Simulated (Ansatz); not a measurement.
`F[B-](F)(F)[OH+][SiH3]`, relaxed with RKS PBE0-D4/def2-TZVP in the Gaussian-basis code of Ansatz from a PBE-D4/def2-SVP geometry. The force threshold is 0.005 eV/Å; the program also tests the step.

The species carries charge 0 and has multiplicity 1.

Start:

```xyz
10

F    -0.082    1.514   -1.940
B    -0.365    1.344   -0.627
F     0.676    1.593    0.241
F    -1.597    1.764   -0.213
O    -0.513   -0.368   -0.433
Si    0.633   -1.144    0.639
H    -1.460   -0.578   -0.315
H     1.968   -0.939    0.014
H     0.222   -2.586    0.609
H     0.516   -0.601    2.026
```

```csv
step,energy (eV),largest force (eV/Å),largest move (Å)
1,-18813.7605,0.543,0.000
2,-18813.7999,0.358,0.025
3,-18813.8113,0.106,0.022
4,-18813.8120,0.243,0.063
5,-18813.8145,0.105,0.018
6,-18813.8145,0.180,0.025
7,-18813.8157,0.032,0.012
8,-18813.8161,0.018,0.038
9,-18813.8164,0.035,0.042
10,-18813.8166,0.050,0.029
11,-18813.8169,0.041,0.024
12,-18813.8170,0.028,0.021
13,-18813.8171,0.014,0.015
14,-18813.8171,0.011,0.012
15,-18813.8171,0.005,0.002
16 (rejected),-18813.8171,0.012,0.002
17,-18813.8171,0.002,0.001
```

End:

```xyz
10

F    -0.246    1.525   -1.930
B    -0.374    1.351   -0.603
F     0.738    1.613    0.139
F    -1.548    1.764   -0.070
O    -0.450   -0.334   -0.409
Si    0.615   -1.134    0.659
H    -1.339   -0.683   -0.527
H     1.967   -0.995    0.094
H     0.148   -2.540    0.632
H     0.488   -0.567    2.015
```

It took 2.4 min on 4 threads of a server CPU on a shared host, with 0.61 GiB of host memory at the peak.
